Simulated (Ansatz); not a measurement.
Reaction (ligand exchange at a Ge–Cl bond): `[Cl][Ge][Cl]` + `O[SiH3]` → `[SiH3][O][Ge][Cl]` + HCl

Gas-phase electronic energies from Ansatz, PBE0-D4/def2-TZVP geometries. CBS: MP2 limit from def2 TZ/QZ plus the TZ coupled-cluster correction, frozen cores. This one scheme is used for every species. Functionals use def2-TZVPP. B3LYP here is the variant with VWN-RPA as its local correlation; programs differ in this. For Ge outer-core shells are correlated without core-valence functions, which leaves a few kJ/mol of doubt a bond. Scalar relativity is left out up to krypton. Each species was taken in one conformer, which may not be the lowest.

```tsv
level	ΔE (kcal/mol)
LDA (SPW92)	4.4
B3LYP-D4	3.6
revPBE	6.9
B3LYP	5.4
r2SCAN0	4.8
LC-ωPBE	3.3
CCSD(T)/def2-TZVPP	1.6
MP2/CBS(def2)	3.0
```

What does CCSD(T)/CBS give? (Estimate.)

Ansatz gave: +2.8 kcal/mol. The listed levels differ from it by 1.6, 0.8, 4.1, 2.6, 2.0, 0.5, -1.2, 0.2 kcal/mol.

Largest T1 diagnostic among the species: 0.014.

At CCSD(T), def2-SVP lies −3.3 kcal/mol from the extrapolated value and def2-TZVPP −1.2 kcal/mol. From BLYP to BHLYP (50 % exact exchange), in def2-TZVPP and without D4, ΔE moves by −1.0 kcal/mol. The D4 term adds −1.7 kcal/mol with B3LYP and −1.0 kcal/mol with PBE0; it sums over pairs of atoms, weighted by their polarisabilities, and B3LYP, whose exchange is more repulsive, gets the larger term.
